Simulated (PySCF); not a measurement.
**Correlation energy of O (oxygen, neutral)**

[He] 2s2 2p4, high-spin 3P determinant. Computed with PySCF 2.14 in cc-pVDZ-DK (3s2p1d, 14 functions), with scalar relativity by spin-free X2C-1e. Frozen: 1s2; 6 electrons correlated.

MP2 pair energies summed by pair of shells (mhartree):

| pair | energy | share (%) |
| --- | --- | --- |
| 2p-2p | -49.29 | 48.3 |
| 2s-2p | -44.91 | 44.0 |
| 2s-2s | -7.83 | 7.7 |

Total MP2 correlation energy: -102.03 mhartree.

Same-spin part -26.07 and opposite-spin part -75.96 mhartree; SCS-MP2 scales them by 1/3 and 6/5 to -99.84 mhartree.

```csv
level,correlation energy (mhartree)
CCSD,-117.10
(T),-0.75
CCSD(T),-117.85
```

Diagnostics: T1 = 0.0033, D1 = 0.0071, largest double amplitude 0.054.

Cost of the coupled-cluster step: 0.1 s of wall time on 1 thread of Neoverse-V1 (shared host), for 6 correlated electrons.
